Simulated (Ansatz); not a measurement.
Gas-phase reaction R1 → P1 + P2, each structure at its B3LYP-D3(BJ)/def2-TZVP stationary point, reached from a drawn start (curvature not checked).
R1, CH4 (SMILES C) (charge 0, multiplicity 1):
| atom | x (Å) | y (Å) | z (Å) |
|---|---|---|---|
| C | 0.0000 | 0.0000 | 0.0000 |
| H | -0.7115 | -0.2840 | -0.7743 |
| H | 0.1159 | 1.0830 | 0.0070 |
| H | -0.3674 | -0.3321 | 0.9701 |
| H | 0.9629 | -0.4669 | -0.2028 |
P1, CH3 (SMILES [CH3]) (charge 0, multiplicity 2):
```xyz
4

C      0.000     0.000     0.000
H      1.068    -0.147     0.029
H     -0.661    -0.852    -0.043
H     -0.407     0.999     0.013
```
P2: H atom, charge 0, multiplicity 2.

P less R. No zero-point or thermal terms; singlets are restricted closed shells; open shells are unrestricted.

Correlated levels freeze the cores. CBS(a, b) extrapolates the correlation energy as X⁻³ and adds the Hartree–Fock energy of set b.

Programs: Ansatz (Gaussian basis) for Hartree–Fock, density functionals and correlated methods. All values are computed, each at the level named.

Question: What is the computed reaction energy (HF/cc-pVTZ)?

Answer: 357 kJ/mol

Question: Predict the reaction energy from CCSD(T)/CBS(cc-pVTZ, cc-pVQZ).

Answer: 471 kJ/mol

Question: Predict the reaction energy from MP2/cc-pVQZ.

Answer: 466 kJ/mol

Ansatz is a program for electronic structure.
